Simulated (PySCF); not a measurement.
H2O2Zr, neutral, multiplicity 3. Atoms are numbered in the order given.

```xyz
5

Zr     0.0000     0.0000    -0.1785
O      0.0000    -1.8665     0.3392
H      0.0000    -2.6676     0.8553
O      0.0000     1.8665     0.3392
H      0.0000     2.6676     0.8553
```
Charge 0, spin multiplicity 3.

Geometry optimised at PBE0-D3(BJ)/def2-TZVP. The multiplicity is an assumed one; other spin states were not compared. The def2 effective core potentials stand for the cores of Zr; spin–orbit coupling is left out. Other conformers were not sampled.

All values below come from PBE0-D3(BJ)/def2-TZVP in PySCF.

Frequencies are harmonic and unscaled.

```
mode  ν (cm⁻¹)  IR (km/mol)  moving atoms (share of kinetic energy)
----  --------  -----------  --------------------------------------
1           80          2.7                 O 60 %, Zr 23 %, H 17 %
2          359        162.2                          H 79 %, O 20 %
3          398        113.1                          H 80 %, O 19 %
4          412          0.0                          H 89 %, O 11 %
5          432        105.5                          H 86 %, O 14 %
6          678         27.7                                  O 90 %
7          680        226.4                         O 68 %, Zr 25 %
8         3994        304.1                                  H 94 %
9         3996         92.8                                  H 94 %
```
